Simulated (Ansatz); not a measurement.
`CB(Cl)/N=C\Cl` + CH₃NH₂ → `CNB(C)Cl` + `N=CCl` at 298.15 K and 1 bar (ligand exchange at a B–N bond).

Program: Ansatz. Geometries: PBE0-D4/def2-TZVP. ΔE: electronic, gas phase. CCSD(T)/CBS is the MP2 limit (def2-TZVPP, def2-QZVPP) plus CCSD(T) − MP2 in def2-TZVPP, frozen cores. This one scheme is used for every species. One conformer a species, not always the lowest.

| species | CCSD(T)/CBS energy (Eh) | H − E (kJ/mol) | S (J/(mol·K)) |
| --- | --- | --- | --- |
| `CB(Cl)/N=C\Cl` | -1077.63146 | 191.5 | 373.3 |
| CH₃NH₂ | -95.75281 | 180.0 | 240.4 |
| `CNB(C)Cl` | -619.69503 | 278.0 | 340.5 |
| `N=CCl` | -553.70684 | 94.3 | 259.9 |

H − E and S are ideal-gas, rigid-rotor, harmonic terms from PBE0-D4/def2-TZVP, for one conformer and one mirror image of each species. 1 Eh = 2625.50 kJ/mol, R = 8.31446 J/(mol·K).

Question: By hand: ΔE, ΔH, ΔS and ΔG.

Answer: ΔE = (-619.69503) + (-553.70684) − (-1077.63146) − (-95.75281) = -0.01760 Eh = -46.2 kJ/mol. Δ(H − E) = 278.0 + 94.3 − 191.5 − 180.0 = 0.8, so ΔH = -45.4 kJ/mol. ΔS = 340.5 + 259.9 − 373.3 − 240.4 = -13.3 J/(mol·K). ΔG = -45.4 − 298.15 × (-13.3)/1000 = -41.4 kJ/mol.

Question: By hand: the equilibrium constant, and the temperature at which ΔG would vanish if ΔH and ΔS stayed fixed.

Answer: log₁₀ K = −ΔG/(RT ln 10) = 7.3. ΔG = 0 at ΔH/ΔS = 3414 K, far beyond where these terms or the molecules hold.

The number of gas molecules stays the same, so ΔS is small and ΔH decides. A doubt of 5 kJ/mol in ΔE shifts log₁₀ K by 0.9 here. Other conformers and mirror images would add mixing entropy, several J/(mol·K) or more a flexible species. Modes under 60 cm⁻¹, often nearly free rotors, make the harmonic entropy too high. These are equilibria of isolated gas molecules and say nothing of rates. Largest T1 diagnostic: 0.013 (customary marks: 0.02 for closed shells, 0.045 for open ones).
